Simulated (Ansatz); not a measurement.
`[OH][Sn][F]` + H₂S → `[F][Sn][SH]` + H₂O at 700 K and 1 bar (ligand exchange at the Sn–O bond).

Isolated molecules relaxed with PBE0-D4/def2-TZVP in Ansatz; ΔE leaves out vibrations. CBS: MP2 limit from def2 TZ/QZ plus the TZ coupled-cluster correction, frozen cores. This one scheme is used for every species. def2 core potentials past Kr. For Sn outer-core shells are correlated without core-valence functions, which leaves a few kJ/mol of doubt a bond. One conformer a species, not always the lowest.

```tsv
species	CCSD(T)/CBS energy (Eh)	H − E (kJ/mol)	S (J/(mol·K))
`[OH][Sn][F]`	-389.66871	78.4	349.2
H₂S	-398.97279	64.8	236.9
`[F][Sn][SH]`	-712.27458	70.5	366.4
H₂O	-76.37941	80.5	218.4
```

H − E and S are ideal-gas, rigid-rotor, harmonic terms from PBE0-D4/def2-TZVP, for one conformer and one mirror image of each species. 1 Eh = 2625.50 kJ/mol, R = 8.31446 J/(mol·K).

Problem. By hand: ΔE, ΔH, ΔS and ΔG.

Solution. ΔE = (-712.27458) + (-76.37941) − (-389.66871) − (-398.97279) = -0.01249 Eh = -32.8 kJ/mol. Δ(H − E) = 70.5 + 80.5 − 78.4 − 64.8 = 7.8, so ΔH = -25.0 kJ/mol. ΔS = 366.4 + 218.4 − 349.2 − 236.9 = -1.3 J/(mol·K). ΔG = -25.0 − 700 × (-1.3)/1000 = -24.1 kJ/mol.

Problem. By hand: the equilibrium constant, and the temperature at which ΔG would vanish if ΔH and ΔS stayed fixed.

Solution. log₁₀ K = −ΔG/(RT ln 10) = 1.8. ΔG = 0 at ΔH/ΔS = 19231 K, far beyond where these terms or the molecules hold.

The number of gas molecules stays the same, so ΔS is small and ΔH decides. A doubt of 5 kJ/mol in ΔE shifts log₁₀ K by 0.4 here. Other conformers and mirror images would add mixing entropy, several J/(mol·K) or more a flexible species. These are equilibria of isolated gas molecules and say nothing of rates. Largest T1 diagnostic: 0.018 (customary marks: 0.02 for closed shells, 0.045 for open ones).
